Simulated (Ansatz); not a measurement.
Consider the formal exchange of groups at a Ti–Cl bond: `[F][Ti]([F])([F])[Cl]` + `IC1CCO1` → `[F][Ti]([F])([F])[I]` + `ClC1CCO1`.

Calculated with Ansatz (gas phase, PBE0-D4/def2-TZVP geometries, no zero-point term in ΔE). CCSD(T)/CBS is the MP2 limit (def2-TZVPP, def2-QZVPP) plus CCSD(T) − MP2 in def2-TZVPP, frozen cores. DFT in def2-TZVPP. def2 core potentials past Kr. For I, Ti outer-core shells are correlated without core-valence functions, which leaves a few kJ/mol of doubt a bond. Scalar relativity is left out up to krypton.

`[F][Ti]([F])([F])[Cl]`:

Z-matrix (Å, degrees):
```
Ti
F 1 1.736
F 1 1.736 2 109.2
Cl 1 2.175 2 109.7 3 120.3
F 1 1.736 2 109.2 3 -119.4
```

`IC1CCO1`:

Z-matrix (Å, degrees):
```
C
C 1 1.522
I 1 2.202 2 113.0
O 1 1.390 2 92.8 3 -116.4
H 1 1.087 2 121.7 3 123.0
C 2 1.530 1 83.4 3 105.7
H 2 1.086 1 117.7 3 -12.5
H 2 1.091 1 111.9 3 -141.7
H 6 1.093 2 114.8 1 -103.1
H 6 1.090 2 117.6 1 124.5
```

`[F][Ti]([F])([F])[I]`:

Z-matrix (Å, degrees):
```
Ti
F 1 1.736
F 1 1.736 2 109.5
I 1 2.548 2 109.4 3 119.9
F 1 1.736 2 109.5 3 -120.2
```

`ClC1CCO1`:

Cartesian coordinates in Å:
```
Cl -0.667 -1.752 1.555
C -0.449 -0.080 0.920
C 0.803 0.096 0.069
C -0.195 0.211 -1.086
O -1.298 0.203 -0.155
H -0.616 0.568 1.779
H 1.343 1.017 0.288
H 1.488 -0.747 0.053
H -0.174 1.135 -1.665
H -0.236 -0.650 -1.758
```

**Question.** Is it downhill or uphill in electronic energy at CCSD(T)/CBS, and by how much? (An estimate is asked.)

**Answer.** Ansatz gave: Uphill: ΔE = +0.21 eV.

**Question.** What do these levels give: PBE-D4, PBE0-D4, ωB97M-V, HF/def2-QZVPP, SCS-MP2/def2-QZVPP, HF/CBS(def2)? (An estimate is asked.)

**Answer.** The calculation gave: PBE-D4 0.19, PBE0-D4 0.16, ωB97M-V 0.18, HF/def2-QZVPP 0.15, SCS-MP2/def2-QZVPP 0.20, HF/CBS(def2) 0.15 eV.

Largest T1 diagnostic among the species: 0.024, so the coupled-cluster value is less sure than usual.
